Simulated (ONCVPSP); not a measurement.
## cerium: one change to an ONCV potential, before and after

ONCVPSP 4.0.1 input, shortened (lines: element, Z, core and valence counts, functional; n l f; lmax; l rc ep ncon nbas qcut; lloc lpopt rc5 dvloc0; l nproj debl; icmod fcfact rcfact), Wu-Cohen, fully relativistic:

```
  Ce 58.00    9    6  -118130      upf
    1    0    2.00
    2    0    2.00
    2    1    6.00
    3    0    2.00
    3    1    6.00
    3    2   10.00
    4    0    2.00
    4    1    6.00
    4    2   10.00
    4    3    1.00
    5    0    2.00
    5    1    6.00
    5    2    1.00
    6    0    1.50
    6    1    0.50
    3
    0    2.00    0.00    4    7    4.60
    1    2.65    0.00    4    9    4.10
    2    3.15    0.00    4    8    4.30
    3    1.30    0.00    3    8   15.60
    4    5    1.10    0.00
    0    2    1.20
    1    2    2.40
    2    2    1.00
    3    2    1.90
    1    0.25    0.00
```

Open shells are filled in proportion to 2j + 1.

All-electron outer shells of the reference configuration (Wu-Cohen, scalar-relativistic, ld1.x):

```csv
shell,level (eV),outermost node (bohr),outermost maximum (bohr)
4p,-211.50,0.33,0.62
4d,-111.01,0.31,0.66
5s,-41.19,0.75,1.37
5p,-23.78,0.81,1.55
4f,-5.99,–,0.71
6s,-4.10,1.81,3.72
5d,-3.53,0.92,2.15
6p,-1.60,2.15,4.84
```

Change: d: rc 3.72.

Cutoffs: the cutoffs (Ha) at which the residual kinetic energy of the hardest occupied pseudo-wave falls to 1 and 0.1 mHa per electron; they do not see the model core or the augmentation charge, which bear on the density cutoff. Errors are all-electron minus pseudo energies relative to the spin-unpolarised reference configuration.

Task: How do hardness, ghosts and transferability respond?

Result: The potential gets neither clearly harder nor softer (85 Ha and 95 Ha → 85 Ha and 95 Ha); the bound ghosts move from s to d, s; the errors of the 4 common tests hardly move.

```tsv
quantity	base	changed
cutoff, loose	85 Ha	85 Ha
cutoff, tight	95 Ha	95 Ha
loose cutoff by channel	s 10 Ha, p 5.7 Ha, d 6.1 Ha, f 85 Ha	s 10 Ha, p 5.7 Ha, d 5.6 Ha, f 85 Ha
bound ghosts	s	s, d5/2, d3/2
GHOST(+) flags under 300 eV	p3/2 at 5.2 eV, p1/2 at 18.6 eV	p3/2 at 5.2 eV, p1/2 at 18.6 eV
error for 4f1 5s2 5p6 5d1 6s2 6p0, meV [ΔE -1.24 eV]	-0.1	-0.1
error for 4f1 5s2 5p6 5d1 6s1 6p0, meV [ΔE 4.87 eV]	-0.1	0.0
error for 4f1 5s2 5p6 5d1 6s0 6p0, meV [ΔE 15.84 eV]	-0.9	-1.2
error for 4f1 5s2 5p6 5d1 6s1 6p1, meV [ΔE 1.26 eV]	0.0	0.0
s: phases at 2.03 bohr within 0.05 rad from the reference energy up to (Ha; the scan ends near 5)	to the end of the scan	to the end of the scan
p3/2: phases at 2.69 bohr within 0.05 rad from the reference energy up to (Ha; the scan ends near 5)	4.6	4.6
p1/2: phases at 2.69 bohr within 0.05 rad from the reference energy up to (Ha; the scan ends near 5)	0.5	0.5
f7/2: phases at 1.32 bohr within 0.05 rad from the reference energy up to (Ha; the scan ends near 5)	to the end of the scan	to the end of the scan
f5/2: phases at 1.32 bohr within 0.05 rad from the reference energy up to (Ha; the scan ends near 5)	to the end of the scan	to the end of the scan
rms error of d²Exc/dni dnj with the model core, mHa	3.13	3.21
```

 A true bound ghost makes a file unfit for plane-wave use even where its test errors are small: the radial tests pick states by their node count and pass the ghost by.
